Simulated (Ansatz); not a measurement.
Species: CH$_{2}$NO, charge -1, multiplicity 1. 
Geometry from a B3LYP-D3(BJ)/def2-TZVP (Ansatz, a program for electronic structure) optimisation:
```xyz
5

N      0.8982    -0.7908    -0.0838
C     -0.2806    -0.2237     0.0509
O     -0.6352     0.9857     0.0368
H      1.5705    -0.0249    -0.2178
H     -1.0927    -0.9834     0.2042
```
Charge -1, spin multiplicity 1.

Basis-set convergence of Hartree-Fock and CCSD(T) correlation energies (hartree) with Ansatz. Cores are frozen in the correlated levels unless marked. Spin-orbit coupling is left out. Non-relativistic.

```json
[
 {"basis": "aug-cc-pVDZ", "functions": "87", "E(HF)": "-168.36732", "E(corr, CCSD(T))": "-0.55852", "rough core time": "under 20 s"},
 {"basis": "aug-cc-pVTZ", "functions": "184", "E(HF)": "?", "E(corr, CCSD(T))": "?", "rough core time": "23 s"}
]
```

Q: Some entries are withheld; supply them.

A: 
- aug-cc-pVTZ, E(HF): -168.40513
- aug-cc-pVTZ, E(corr, CCSD(T)): -0.66583
